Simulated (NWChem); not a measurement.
**Correlation energy of CF**

```xyz
2

C      0.0000     0.0000     0.7631
F      0.0000     0.0000    -0.5087
```
Charge 0, spin multiplicity 2.

Program: NWChem. The geometry was optimised at UB3LYP/def2-SVP, a minimum by its harmonic frequencies.

Basis set: 3-21G. Each correlation energy counts from its own Hartree-Fock reference.

The correlated methods keep 2 core orbitals frozen. This spin state was chosen for the runs; another may lie lower. The structure started from a generated list of species. The unpaired electrons of the parent sit in orbitals of symmetry b2 (C2v labels of the run); other states weren't searched. The stability of the SCF solutions was not checked. Open-shell Hartree-Fock references start from PBE0 orbitals. No row is a measurement; the coupled-cluster row has its own basis-set and correlation limits.

| method | correlation energy (mHa) |
|---|---|
| UMP2 | -172.1 |
| CCSD(T) on UHF | (withheld) |
| CCSDT on ROHF | (withheld) |
| CCSD on ROHF | -183.7 |
| CCSD(T) on ROHF | (withheld) |
| CCSD[T] on ROHF | -190.2 |
| CCSD on UHF | -182.0 |
| CCSD[T] on UHF | -188.1 |
| SCS-UMP2 | -167.9 |

Task: Complete the blanks.

Result: 
- CCSD(T) on UHF, correlation energy (mHa): -186.8
- CCSDT on ROHF, correlation energy (mHa): -189.0
- CCSD(T) on ROHF, correlation energy (mHa): -188.8
